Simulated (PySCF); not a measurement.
## Correlation energy of Ti²⁺ (titanium, charge +2)

[Ar] 3d1 4p1, one real determinant (an excited configuration). All numbers are calculated (PySCF 2.14, the spin-free X2C one-electron Hamiltonian (Gaussian nucleus), in ANO-RCC-VTZP (6s5p3d2f1g, 59 functions)). Frozen: [Ar]; 2 electrons correlated.

With two correlated electrons CCSD is exact within the correlated space (frozen core and kept virtual orbitals).

```
level  correlation energy (mhartree)
 CCSD                          -2.75
```

Diagnostics: T1 = 0.0019, D1 = 0.0035, largest double amplitude 0.061.

The real determinant used has ⟨L²⟩ near 8 against 12 for a pure F term, so it mixes terms.

Cost of the coupled-cluster step: of the order of 1.5 core-seconds, for 2 correlated electrons.

The reference is one real determinant that mixes LS terms of this configuration.
